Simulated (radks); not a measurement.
The rhodium anion Rh- inside a hard spherical wall (all orbitals vanish at R), configuration held at [Kr] 4d8 5s2 and not refilled when levels cross. All-electron calculation, scalar-relativistic Kohn-Sham, PBE, spin-polarised, spherical densities, finite nucleus; open shells are filled with parallel spins first (spin-orbit coupling, left out, can overturn this in heavy ions); Fermi nuclear charge, rms radius 4.4945 fm. Program: a radial shooting solver on a logarithmic mesh with Libxc functionals. Eigenvalues in eV for spin up, with the zero of energy where the potential of the charges vanishes at infinity; a dash marks a level that is unbound or too diffuse for the functional's potential to be trusted. A positive occupied level is held by the wall or, in an anion where self-interaction has pushed it up, behind a barrier. The pressure on the wall is -dE/dV.

R (bohr)  E (hartree)  kinetic (hartree)    e(4s)    e(4p)   e(4d)   e(5s)  e(5p, empty)  e(6s, empty)  pressure (GPa)
12        -4784.10939           4954.513  -76.990  -44.923  -0.395   0.867         3.372         4.315          0.0180
10        -4784.10514           4954.532  -76.721  -44.652  -0.124   1.106         3.963         5.969          0.0867
7         -4784.06597           4954.695  -75.415  -43.340   1.139   2.348         6.204        12.905            1.63
5         -4783.86169           4955.473  -71.902  -39.868   4.357   6.168        11.837        30.196            22.9
3.5       -4782.75501           4959.398  -62.071  -30.390  13.398  19.965        29.898        80.032             341
2.5       -4777.88539           4976.161  -40.812   -9.782  35.869  64.800        83.265        205.66            4170
1.5       -4728.10230           5126.179   60.668   99.227  162.53  368.93        404.61        844.29          157000
